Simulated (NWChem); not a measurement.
System: WOF4; SMILES [O]=[W]([F])([F])([F])[F]

Excerpt of the output:

```
             Northwest Computational Chemistry Package (NWChem) 7.3.0
             --------------------------------------------------------

 C1  symmetry detected

                             Geometry "geometry" -> ""
                             -------------------------

 Output coordinates in angstroms (scale by  1.889725989 to convert to a.u.)

  No.       Tag          Charge          X              Y              Z
 ---- ---------------- ---------- -------------- -------------- --------------
    1 W                   74.0000     0.00005772    -0.06136497     0.00002800
    2 O                    8.0000    -0.01004457    -1.75986620    -0.00658399
    3 F                    9.0000     0.00212044     1.85869893     0.00133423
    4 F                    9.0000     0.58629449     0.06348991     1.73109798
    5 F                    9.0000     1.21154040     0.06885931    -1.36813757
    6 F                    9.0000    -1.79150139     0.07783380    -0.35867247

 Effective nuclear repulsion energy (a.u.)    1090.7149342546

 Summary of "ao basis" -> "ao basis" (spherical)
 ------------------------------------------------------------------------------
       Tag                 Description            Shells   Functions and Types
 ---------------- ------------------------------  ------  ---------------------
 W                          def2-svp                12       32   6s3p2d1f
 O                          def2-svp                 6       14   3s2p1d
 F                          def2-svp                 6       14   3s2p1d

            General Information
            -------------------
          SCF calculation type: DFT
          Wavefunction type:  closed shell.
          No. of atoms     :     6
          No. of electrons :    58
           Alpha electrons :    29
            Beta electrons :    29
          Charge           :     0
          Spin multiplicity:     1
          Use of symmetry is: off; symmetry adaption is: off
          Maximum number of iterations: 150
          AO basis - number of functions:   102
                     number of shells:    42
          Convergence on energy requested:  1.00D-06
          Convergence on density requested:  1.00D-05
          Convergence on gradient requested:  5.00D-04

              XC Information
              --------------
                        RevPBE Exchange Functional  1.000
            Perdew 1991 LDA Correlation Functional  1.000 local
           PerdewBurkeErnz. Correlation Functional  1.000 non-local

             Grid Information
             ----------------
          Grid used for XC integration:  medium
          Radial quadrature: Mura-Knowles
          Angular quadrature: Lebedev.
          Tag              B.-S. Rad. Rad. Pts. Rad. Cut. Ang. Pts.
          ---              ---------- --------- --------- ---------
          W                   1.35      123           8.0       590
          O                   0.60       49           8.0       434
          F                   0.50       49           8.0       434
          Grid pruning is: on
          Number of quadrature shells:   368
          Spatial weights used:  Erf1

      Superposition of Atomic Density Guess
      -------------------------------------

 Sum of atomic energies:        -545.03781583

      Non-variational initial energy
      ------------------------------

 Total energy =    -537.995043
 1-e energy   =   -1417.690313
 2-e energy   =     555.256183
 HOMO         =      -0.482146
 LUMO         =       0.007412

     ---------------------------------------------
      Total Density - Mulliken Population Analysis
     ---------------------------------------------

    Atom       Charge   Shell Charges
 -----------   ------   -------------------------------------------------------
    1 W   14    10.30   0.04 -0.35  1.79  0.56  0.20  0.04  5.52  0.58  0.10  1.39  0.24  0.20
    2 O    8     9.15   1.99  1.16  0.74  3.22  2.03  0.01
    3 F    9     9.73   1.99  1.16  0.81  3.58  2.20  0.00
    4 F    9     9.61   1.99  1.15  0.80  3.53  2.14  0.00
    5 F    9     9.61   1.99  1.15  0.80  3.53  2.14  0.00
    6 F    9     9.61   1.99  1.15  0.80  3.53  2.14  0.00

[...]
```

Level: revPBE/def2-SVP with def2 effective core potentials on W. All runs use the structure optimised with PBE0/def2-SVP. Not confirmed as a minimum by frequencies. def2 effective core potentials on W; no spin-orbit coupling.

Task: Which NWChem input produces such a log?

Result: Several could match; the one computed here: the input that was run:
```
start job
memory heap 200 mb stack 900 mb global 1100 mb
geometry units angstroms noautoz
  W      0.001013    -0.031970     0.000667
  O      0.014192    -1.730463     0.000804
  F     -0.022960     1.887934    -0.006063
  F      0.508454     0.107190     1.755376
  F      1.269887     0.109874    -1.313245
  F     -1.774668     0.081364    -0.437327
end
basis spherical
  * library def2-svp
end
ecp
  W library def2-ecp
end
dft
  xc revpbe cpbe96
  iterations 150
  mulliken
end
task dft energy
```
